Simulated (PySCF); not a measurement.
A geometry optimisation, step by step.

Species: SnEt(NHMe)3, C₅H₁₇N₃Sn.
Bonds: Sn1–C2, Sn1–N9, Sn1–N15, Sn1–N21, C2–C3, N9–C10, N15–C16, N21–C22. Hydrogens: H4, H5 on C2; H6, H7, H8 on C3; H11 on N9; H12, H13, H14 on C10; H17 on N15; H18, H19, H20 on C16; H23 on N21; H24, H25, H26 on C22.

Method: PySCF, PBE0-D3(BJ)/def2-SVP geometry optimisation, gas phase, def2 core potentials past Kr; density fitting, grid level 1; the optimiser is geomeTRIC in internal coordinates, started from a GFN2-xTB structure with every atom displaced at random (about 0.03 Å). 7 of its 16 geometries are shown. The frame can shift and turn from step to step; on so coarse a grid that alone can change the energy by a few meV, and forces under 0.02 eV/Å are noise.

Step 0: E = -15743.8148 eV, largest atomic force 6.067 eV/Å
```
atom  x, y, z in Å  |  force x, y, z in eV/Å
Sn1    -0.006   -0.098    0.004   -2.212   1.054   0.249
C2     -0.089   -0.053    2.224    1.462  -0.728  -1.211
C3      0.568    1.159    2.790    3.180  -0.413   0.603
H4      0.514   -0.957    2.525   -0.929   0.449  -0.086
H5     -1.117   -0.097    2.523   -0.950  -0.492   0.283
H6      0.573    1.141    3.898   -0.179   0.053  -0.099
H7      1.703    1.188    2.522   -1.638  -0.086   0.302
H8      0.205    2.105    2.473   -0.824   1.138  -0.504
N9      1.711    0.019   -0.987    0.255  -1.660  -0.199
C10     2.696   -1.043   -0.784   -1.320   0.830   0.038
H11     2.138    0.900   -0.936    0.599   1.737   0.021
H12     3.241   -0.947    0.166    0.090  -0.413   0.245
H13     2.128   -1.973   -0.881    0.400  -0.504   0.300
H14     3.399   -0.985   -1.590    0.913  -0.227  -0.776
N15    -0.864    1.763   -0.687    0.324  -0.272  -0.246
C16    -2.232    2.198   -0.415    0.217  -2.089  -0.879
H17    -0.652    1.938   -1.685    0.054  -0.312   0.694
H18    -2.986    1.603   -1.009    0.136   0.354   0.304
H19    -2.462    1.985    0.624   -0.223   0.238   0.635
H20    -2.439    3.236   -0.653    0.210   0.733   0.069
N21    -0.894   -1.861   -0.647    5.043   1.071  -1.878
C22    -0.870   -2.272   -2.052   -0.535   5.991   0.796
H23    -1.733   -2.006   -0.270   -4.447  -0.816   2.183
H24    -1.709   -1.702   -2.597    1.116  -0.751  -0.004
H25     0.105   -1.987   -2.473   -0.137  -0.259  -0.290
H26    -1.068   -3.248   -2.113   -0.605  -4.627  -0.551
```

Step 2: E = -15744.9102 eV, largest atomic force 0.369 eV/Å
```
atom  x, y, z in Å  |  force x, y, z in eV/Å
Sn1    -0.049   -0.065    0.004   -0.298   0.189  -0.107
C2     -0.105   -0.026    2.160    0.116   0.108  -0.180
C3      0.557    1.228    2.712   -0.046   0.068   0.084
H4      0.416   -0.934    2.494   -0.074  -0.091   0.093
H5     -1.160   -0.104    2.466    0.021  -0.049   0.035
H6      0.513    1.267    3.814   -0.059   0.006  -0.021
H7      1.621    1.274    2.442    0.094  -0.006  -0.069
H8      0.092    2.149    2.321   -0.011  -0.050   0.031
N9      1.729   -0.016   -0.989    0.169  -0.142   0.128
C10     2.696   -1.083   -0.793   -0.109   0.184  -0.134
H11     2.169    0.902   -0.947   -0.062  -0.047  -0.035
H12     3.248   -1.046    0.167    0.017  -0.038   0.036
H13     2.184   -2.057   -0.843    0.009  -0.031   0.028
H14     3.449   -1.081   -1.603   -0.015  -0.010   0.035
N15    -0.855    1.717   -0.648    0.097  -0.195   0.025
C16    -2.201    2.120   -0.316    0.040  -0.078   0.022
H17    -0.642    1.884   -1.628    0.002   0.015  -0.022
H18    -3.010    1.578   -0.851    0.006   0.004  -0.014
H19    -2.386    1.968    0.761    0.003   0.047  -0.003
H20    -2.352    3.197   -0.513   -0.018   0.006   0.038
N21    -0.888   -1.818   -0.645   -0.033   0.046  -0.059
C22    -0.863   -2.176   -2.050   -0.045   0.072   0.202
H23    -1.787   -2.030   -0.214    0.153  -0.006  -0.009
H24    -1.645   -1.694   -2.667   -0.065   0.029  -0.045
H25     0.104   -1.882   -2.484    0.046  -0.055  -0.035
H26    -0.974   -3.269   -2.182    0.059   0.023  -0.024
```

Step 5: E = -15744.9353 eV, largest atomic force 0.131 eV/Å
```
atom  x, y, z in Å  |  force x, y, z in eV/Å
Sn1    -0.054   -0.059   -0.021    0.041  -0.040  -0.015
C2     -0.106   -0.002    2.131   -0.089  -0.009   0.064
C3      0.533    1.261    2.692    0.043  -0.013  -0.018
H4      0.392   -0.913    2.498    0.026   0.013  -0.027
H5     -1.161   -0.085    2.440    0.001   0.012  -0.020
H6      0.467    1.298    3.792    0.005  -0.007   0.004
H7      1.600    1.325    2.426   -0.001  -0.005   0.005
H8      0.054    2.171    2.300   -0.023   0.011  -0.010
N9      1.747   -0.056   -0.970   -0.043   0.017   0.031
C10     2.695   -1.121   -0.740    0.001  -0.021   0.031
H11     2.185    0.860   -0.990    0.022   0.012  -0.012
H12     3.249   -1.067    0.221   -0.008   0.006  -0.013
H13     2.173   -2.092   -0.753   -0.005   0.011  -0.002
H14     3.452   -1.161   -1.544    0.009   0.002  -0.020
N15    -0.858    1.697   -0.694    0.009  -0.024  -0.011
C16    -2.181    2.115   -0.294    0.000  -0.001  -0.007
H17    -0.683    1.869   -1.681   -0.009  -0.014   0.002
H18    -3.021    1.576   -0.781    0.006   0.002   0.005
H19    -2.307    1.980    0.794   -0.002  -0.002   0.004
H20    -2.337    3.192   -0.486    0.008   0.007   0.002
N21    -0.825   -1.836   -0.667    0.072   0.089  -0.064
C22    -0.882   -2.130   -2.081   -0.025   0.031  -0.008
H23    -1.647   -2.159   -0.168   -0.051  -0.045   0.055
H24    -1.755   -1.702   -2.617    0.015   0.000   0.011
H25     0.021   -1.737   -2.575    0.001   0.004   0.007
H26    -0.892   -3.219   -2.265   -0.003  -0.035   0.003
```

Step 8: E = -15744.9394 eV, largest atomic force 0.034 eV/Å
```
atom  x, y, z in Å  |  force x, y, z in eV/Å
Sn1    -0.043   -0.068   -0.021   -0.004   0.018   0.009
C2     -0.142    0.003    2.130    0.018  -0.005  -0.018
C3      0.504    1.262    2.690   -0.005   0.004   0.007
H4      0.353   -0.907    2.502   -0.014  -0.006   0.011
H5     -1.202   -0.072    2.419   -0.001   0.003   0.003
H6      0.437    1.300    3.790   -0.002   0.003  -0.002
H7      1.573    1.318    2.427    0.002   0.002  -0.005
H8      0.030    2.175    2.296    0.004  -0.004   0.006
N9      1.765   -0.050   -0.946    0.022   0.002  -0.002
C10     2.714   -1.117   -0.731   -0.007   0.014  -0.029
H11     2.202    0.866   -0.993   -0.008  -0.003   0.017
H12     3.284   -1.060    0.220    0.005  -0.002   0.004
H13     2.186   -2.085   -0.732    0.002  -0.004   0.006
H14     3.456   -1.163   -1.549   -0.004  -0.004   0.004
N15    -0.852    1.669   -0.729   -0.008   0.006   0.000
C16    -2.149    2.127   -0.293    0.010   0.001   0.001
H17    -0.705    1.812   -1.724   -0.001  -0.010  -0.005
H18    -3.018    1.598   -0.737   -0.002   0.002  -0.003
H19    -2.241    2.020    0.801   -0.001   0.001  -0.001
H20    -2.285    3.203   -0.505   -0.003   0.001   0.003
N21    -0.788   -1.849   -0.671   -0.023  -0.024  -0.001
C22    -0.909   -2.123   -2.084    0.002  -0.011   0.024
H23    -1.554   -2.234   -0.126    0.022   0.012  -0.013
H24    -1.824   -1.719   -2.564   -0.003   0.004  -0.007
H25    -0.047   -1.690   -2.616    0.002  -0.006  -0.006
H26    -0.889   -3.210   -2.286   -0.002   0.007  -0.004
```

Step 10: E = -15744.9402 eV, largest atomic force 0.038 eV/Å
```
atom  x, y, z in Å  |  force x, y, z in eV/Å
Sn1    -0.038   -0.068   -0.015   -0.024  -0.001  -0.008
C2     -0.163    0.006    2.135    0.032   0.015  -0.014
C3      0.492    1.259    2.700   -0.016  -0.009   0.005
H4      0.317   -0.910    2.516   -0.011  -0.004   0.006
H5     -1.228   -0.056    2.411   -0.005   0.004   0.003
H6      0.417    1.299    3.800    0.003  -0.002   0.000
H7      1.562    1.305    2.443    0.003   0.004   0.001
H8      0.027    2.176    2.304    0.003   0.001  -0.001
N9      1.773   -0.038   -0.931    0.001   0.009   0.000
C10     2.722   -1.111   -0.753    0.004  -0.013  -0.003
H11     2.208    0.879   -0.960    0.003  -0.001   0.008
H12     3.308   -1.074    0.190    0.001   0.003  -0.002
H13     2.191   -2.077   -0.762   -0.001   0.002   0.002
H14     3.450   -1.144   -1.584   -0.001  -0.001   0.000
N15    -0.847    1.660   -0.741    0.007   0.001  -0.004
C16    -2.134    2.140   -0.302   -0.005   0.007   0.009
H17    -0.709    1.782   -1.740   -0.001   0.003   0.000
H18    -3.013    1.617   -0.734   -0.001   0.000  -0.001
H19    -2.221    2.046    0.794    0.000  -0.005  -0.003
H20    -2.260    3.215   -0.523    0.001  -0.002  -0.003
N21    -0.778   -1.853   -0.663    0.005  -0.018   0.026
C22    -0.910   -2.136   -2.072    0.006  -0.015  -0.024
H23    -1.532   -2.244   -0.108    0.005   0.004  -0.008
H24    -1.825   -1.728   -2.551   -0.001   0.001   0.001
H25    -0.049   -1.714   -2.615   -0.001   0.002   0.003
H26    -0.899   -3.224   -2.268   -0.006   0.014   0.007
```

Step 12: E = -15744.9405 eV, largest atomic force 0.028 eV/Å
```
atom  x, y, z in Å  |  force x, y, z in eV/Å
Sn1    -0.039   -0.066   -0.012   -0.002  -0.005  -0.011
C2     -0.178    0.017    2.135   -0.012   0.007   0.013
C3      0.487    1.261    2.709    0.009  -0.002  -0.004
H4      0.278   -0.906    2.526    0.002   0.000  -0.006
H5     -1.248   -0.025    2.400    0.001   0.004  -0.003
H6      0.404    1.299    3.807    0.000  -0.001   0.001
H7      1.561    1.294    2.461   -0.001  -0.002   0.001
H8      0.039    2.184    2.310   -0.004   0.001  -0.002
N9      1.779   -0.032   -0.915   -0.007   0.013   0.001
C10     2.720   -1.116   -0.765    0.000  -0.011   0.010
H11     2.220    0.883   -0.926    0.007  -0.001  -0.002
H12     3.318   -1.097    0.170   -0.001   0.002  -0.002
H13     2.180   -2.077   -0.779   -0.001   0.002   0.001
H14     3.437   -1.145   -1.606    0.001  -0.001  -0.003
N15    -0.846    1.658   -0.751   -0.001  -0.008   0.002
C16    -2.131    2.146   -0.312   -0.004  -0.004  -0.002
H17    -0.709    1.772   -1.752    0.002   0.005   0.002
H18    -3.012    1.628   -0.746    0.002   0.000   0.000
H19    -2.219    2.051    0.783    0.000   0.001   0.001
H20    -2.250    3.222   -0.535    0.002   0.001   0.000
N21    -0.766   -1.857   -0.657    0.028  -0.002   0.003
C22    -0.901   -2.144   -2.065   -0.007   0.013  -0.012
H23    -1.518   -2.249   -0.100   -0.018  -0.005   0.007
H24    -1.812   -1.730   -2.546    0.003  -0.001   0.003
H25    -0.036   -1.732   -2.610    0.001   0.001   0.002
H26    -0.900   -3.233   -2.256    0.001  -0.007   0.001
```

Step 15: E = -15744.9408 eV, largest atomic force under 0.02 eV/Å
```
atom  x, y, z in Å  |  force x, y, z in eV/Å
Sn1    -0.040   -0.061   -0.010    0.010   0.008   0.008
C2     -0.204    0.043    2.135   -0.012  -0.013   0.002
C3      0.495    1.268    2.707    0.007   0.004  -0.002
H4      0.217   -0.892    2.537    0.002   0.001   0.000
H5     -1.277    0.037    2.387    0.002   0.003   0.001
H6      0.405    1.314    3.805   -0.002   0.002   0.000
H7      1.571    1.267    2.468   -0.001  -0.001  -0.001
H8      0.078    2.202    2.300    0.000  -0.001   0.001
N9      1.790   -0.033   -0.887    0.005  -0.005   0.001
C10     2.711   -1.136   -0.746   -0.002   0.007  -0.001
H11     2.247    0.874   -0.886   -0.004   0.000  -0.002
H12     3.320   -1.125    0.182    0.001  -0.002   0.002
H13     2.150   -2.085   -0.749    0.001  -0.002   0.000
H14     3.416   -1.183   -1.596    0.000  -0.001   0.002
N15    -0.847    1.655   -0.764   -0.013  -0.006  -0.001
C16    -2.138    2.137   -0.338    0.006   0.000  -0.004
H17    -0.699    1.772   -1.763    0.005   0.001   0.001
H18    -3.013    1.622   -0.788    0.000   0.000  -0.001
H19    -2.240    2.033    0.756    0.000   0.002   0.000
H20    -2.256    3.216   -0.553   -0.001   0.001   0.000
N21    -0.746   -1.863   -0.653   -0.005  -0.005  -0.011
C22    -0.883   -2.138   -2.064   -0.003   0.004   0.013
H23    -1.504   -2.254   -0.102    0.003   0.006  -0.001
H24    -1.789   -1.710   -2.542   -0.001   0.000  -0.002
H25    -0.013   -1.731   -2.605    0.001  -0.002  -0.002
H26    -0.894   -3.225   -2.262    0.002  -0.002  -0.003
```

Problem. Summarise the path.

Solution. The energy falls by 25.97 kcal/mol from step 0 to step 15; nine tenths of that is first reached at step 1. It falls at every step. The largest force goes from 6.067 to under 0.02 eV/Å. Among the bonds Sn1–N15 changes most, from 2.162 to 2.041 Å; the atoms move by 0.199 Å rms after alignment.

What follows is the cost of the whole optimisation. Time: 9.5 min wall; peak memory 1.1 GiB. Hardware: an Arm Neoverse V1 with one thread, no GPU, shared host with 64 logical CPUs at a one-minute load of 36.
